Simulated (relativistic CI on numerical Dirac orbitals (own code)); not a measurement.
Er62+: sensitivity of the levels to the model

Base calculation: Dirac-Coulomb-Breit CI, orbitals from a KLI potential per configuration, a model potential for QED, unscaled Slater integrals.

CI space (outside the closed core 1s2): 2s2 2p2, 2s 2p3, 2p4, 2p3 3s, 2p3 3p, 2p3 3d, 2s2 2p 3s, 2s2 2p 3p, 2s2 2p 3d, 2s 2p2 3s, 2s 2p2 3p, 2s 2p2 3d, 2s2 2p 4s, 2s2 2p 4p, 2s2 2p 4d, 2s2 2p 4f. Levels of other configurations are missing.

Variants: (1) non-relativistic limit. Shifts of the energy above 2s2 2p2 3P_0, in eV, for the lowest level and the first level of each name with at least 55 % of one term (blank where a level changes its place among those of its configuration and J or its character, or is not in the variant):

```
       Level     Base      Δ(1)
2s2 2p2 3P_0     0.00      0.00
2s2 2p2 3P_1   955.40   -955.40
2s2 2p2 1D_2   973.49          
2s2 2p2 3P_2  1948.61          
2s2 2p2 1S_0  2004.56  -1927.16
2s 2p3 3D°_3  2191.76  -1978.66
2s 2p3 3P°_0  2246.25  -1995.55
2s 2p3 1D°_2  2276.98          
2s 2p3 3P°_1  2280.57          
    2p4 3P_2  2557.11  -2061.78
    2p4 1S_0  2616.56          
    2p4 3P_1  3526.10  -3030.78
    2p4 1D_2  3544.68  -3012.41
    2p4 3P_0  4544.95
```

At this charge energies of transitions that change n are usually good to better than 1 %, and those within a shell (Δn = 0) to a few per cent.

Ionisation energy from the two ground configurations alone: base 15144.5 eV. The NIST ASD value (theoretical) is 15146 eV.

LS names give the leading component of a level, which can be under half, so a name can repeat, a term be missing and a line seem to break the LS rules.
